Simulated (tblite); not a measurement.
Compound: C7H14FP.
Cartesian coordinates in Å at the GFN2-xTB level; atoms count from 1:
```
atom  x, y, z in Å
C1    -2.5541   -0.5770    0.3594
C2    -1.2928    0.2442    0.0990
C3    -0.5587   -0.2636   -1.1420
C4     0.5598    0.6760   -1.5740
P5     1.9166    0.9641   -0.3316
C6     2.5720   -0.7562   -0.1490
C7     0.8594    1.0885    1.2054
C8    -0.3750    0.2025    1.3235
F9     0.0049   -1.1065    1.5699
H10   -3.2112   -0.5492   -0.5063
H11   -3.0972   -0.1857    1.2169
H12   -2.2924   -1.6129    0.5615
H13   -1.5707    1.2932   -0.0549
H14   -0.1665   -1.2614   -0.9393
H15   -1.2738   -0.3546   -1.9645
H16    0.1432    1.6600   -1.8125
H17    1.0401    0.3017   -2.4826
H18    3.3040   -0.7534    0.6569
H19    1.8023   -1.4889    0.0738
H20    3.0814   -1.0250   -1.0734
H21    0.5306    2.1293    1.2687
H22    1.5162    0.9011    2.0595
H23   -0.9431    0.5008    2.2186
```

Method: GFN2-xTB as coded in tblite; computed harmonic values from a numerical Hessian at the method's own geometry, unscaled. Errors from tens to a few hundred cm⁻¹ against measured bands are possible. One conformer, not necessarily the lowest.

Harmonic wavenumbers (cm⁻¹): 83.8, 111.6, 176.7, 199.1, 202.9, 228.0, 255.9, 274.6, 312.4, 320.2, 362.3, 455.0, 565.7, 622.8, 642.1, 700.0, 727.1, 757.5, 797.4, 859.2, 881.7, 891.2, 935.7, 952.9, 986.6, 1049.0, 1066.8, 1071.7, 1089.9, 1112.9, 1168.8, 1188.3, 1212.0, 1241.9, 1284.3, 1285.7, 1304.0, 1309.7, 1320.6, 1332.7, 1359.0, 1416.9, 1429.9, 1440.6, 1447.6, 1455.0, 1491.9, 1499.8, 1501.2, 2864.1, 2927.5, 2934.6, 2950.0, 2953.1, 2956.6, 2964.9, 2995.5, 3005.9, 3013.0, 3031.8, 3037.5, 3038.6, 3045.5.

A = 2108, B = 1105, C = 947.3 MHz; mass 148.082 u (most abundant isotopes); point group C1, symmetry number 1.

What is the zero-point energy?

½Σν̃ = 43051 cm⁻¹ = 515.00 kJ/mol.

Give the ideal-gas entropy at 298.15 K and 1 bar in the rigid-rotor, harmonic-oscillator model (classical rotation).

Translation 171.19, rotation 122.87, vibration 114.18: S = 408.2 J/(mol K).

And Cp and H(298.15 K) − H(0)?

Cp = 174.67 J/(mol K), of which vibrations give 141.41 (their classical limit is 63 R = 523.8); H(298.15 K) − H(0) = 29.70 kJ/mol without the zero-point energy, 19.78 from vibrations.

What must be added to the electronic energy to get the Gibbs energy at 298.15 K and 1 bar?

ZPE + [H(298.15 K) − H(0)] − T·S = 515.00 + 29.70 − 121.72 = 422.98 kJ/mol.

Blend soft modes into free rotors: weight 1/[1 + (100 cm⁻¹/ν̃)⁴] for the oscillator and the rest for a rotor with moment μB/(μ + B), μ = h/(8π²ν), B = 10⁻⁴⁴ kg m². What vibrational entropy results?

111.33 J/(mol K) in place of 114.18, which changes −T·S at 298.15 K by +0.85 kJ/mol.

How do the functions run with temperature in this model?

```
T (K)  S (J/(mol K))  Cp (J/(mol K))  H − H(0) (kJ/mol)  G − H(0) (kJ/mol)  ln q(vib)
  150          316.9           101.5               9.38             -38.15       1.97
  250          379.8           149.6              21.89             -73.04       4.48
  400          467.0           227.0              50.19            -136.60       8.53
  600          575.7           309.8             104.36            -241.04      14.15
  900          717.8           390.1             210.35            -435.69      22.44
```

q(vib) and H(0) count from the zero-point level.

Hindered rotation and anharmonicity are outside this model. Other conformers, if any are populated, would add a mixing term that is left out. The structure is chiral; the term R ln 2 for an equal mix with its mirror image is left out.
